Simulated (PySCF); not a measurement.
C4H8OSi, SMILES C[SiH]1CC(=O)C1.

Geometry optimised at B3LYP-D3(BJ)/def2-SVP. This is a generated structure with no PubChem entry under its InChIKey; it may be hypothetical.

All values below come from PBE/def2-TZVP in PySCF.

Symmetry labels are those of the subgroup Cs that the program uses (full group Cs).

Computed valence orbital energies around the gap with their symmetry:
| orbital | symmetry | energy (eV) |
|---|---|---|
| HOMO−7 | A' | -10.24 |
| HOMO−6 | A" | -10.15 |
| HOMO−5 | A" | -9.51 |
| HOMO−4 | A' | -8.87 |
| HOMO−3 | A' | -8.04 |
| HOMO−2 | A' | -7.57 |
| HOMO−1 | A" | -7.35 |
| HOMO | A" | -5.50 |
| LUMO | A' | -1.66 |
| LUMO+1 | A" | -0.12 |
| LUMO+2 | A' | 0.08 |
| LUMO+3 | A' | 0.41 |
